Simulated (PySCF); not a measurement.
**How methods differ on the ionisation energy of V**

V [Ar] 3d3 4s2 (4F) → V⁺ [Ar] 3d4 (5D), as a difference of total energies. Computed with PySCF 2.14 in aug-cc-pVTZ, with the non-relativistic Hamiltonian (point nucleus). Correlated levels: valence: [Ar] frozen. The calculations carry no spin-orbit coupling.

```
           method  ionisation energy (eV)  difference from reference (eV)
              UHF                   5.910                          -0.822
    MP2 (valence)                   6.319                          -0.413
SCS-MP2 (valence)                   6.835                          +0.103
   CCSD (valence)                   6.532                          -0.200
CCSD(T) (valence)                   6.583                          -0.149
```

Reference: 6.732 eV (measured; NIST levels, between the centres of gravity of the two terms).

These non-relativistic numbers lack the scalar-relativistic shift.

Errors of the correlated levels include the incompleteness of this basis and the frozen core.
